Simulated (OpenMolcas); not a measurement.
Cr2+ (d4) on a cation site of an ionic host was computed by SS-CASPT2, IPEA 0.25 Eh, imaginary shift 0.1 Eh with the d shell active (OpenMolcas, ANO-RCC-VDZP on the metal). Its lowest spin-free states, and all those of the highest spin:

| 2S+1 | Degeneracy | E (cm-1) |
| --- | --- | --- |
| 5 | 3 | 0 |
| 5 | 2 | 4700 |
| 3 | 3 | 14950 |
| 3 | 3 | 17010 |
| 3 | 3 | 18240 |
| 3 | 3 | 19360 |
| 3 | 3 | 19370 |
| 3 | 2 | 20480 |
| 1 | 1 | 20650 |
| 3 | 1 | 22150 |
| 3 | 3 | 22320 |
| 1 | 3 | 22690 |

Task: Is the site octahedral, tetrahedral or cube-like, axial, or of lower symmetry?

Result: The states with 2S+1 = 5 have orbital degeneracies 3, 2. Threefold states need a cubic site. For d4 at this spin an octahedron puts the twofold E below the threefold T2 and a tetrahedron or cube puts the threefold T2 below the twofold E, so the site is a tetrahedron or a cube, which this pattern cannot tell apart. The first gap at this spin, 4700 cm-1, is |10Dq| in ligand-field theory. The run had Cr2+ with its 8 nearest fluoride ions at 2.334 Å, on the Sr site of SrF2 (a = 5.796 Å, distance in the model lattice 2.510 Å). The rest of the host is ab initio model potentials to 7.6 Å and point charges beyond; the distance is set by hand and nothing relaxes. Ligand basis ANO-RCC-VDZP.

Roots that are degenerate in the reference are averaged as groups; the widest CASPT2 spread within a group is 630 cm-1 (the 3-fold group of multiplicity 3 near 18200 cm-1 above the lowest state of its run). Shifts and gaps below about the spread of the groups concerned are not significant. Over all roots computed the reference weight is 0.68 to 0.69; a low but even weight reflects the number of correlated electrons. An orbital triplet at a regular site is open to Jahn-Teller coupling, which can distort the site and quench the lowest spin-orbit gaps and is left out. Ligand-to-metal charge-transfer states are missing. These CASPT2 states fit no ligand-field parameters well, so their order and spin gaps are uncertain. With no ligand orbital active B as a rule stays too high, so bands that hang on it stand too high and its fall with covalency is understated. With one d shell and no ligand orbital active, 10Dq can be off by tens of per cent for divalent 3d ions, low with halides held by bare charges and at times high in hosts. Free-ion shares, where given, are those of the reference states; single-state CASPT2 does not remix them. No measured value stands beside these numbers; the geometry was set by hand and not optimised.
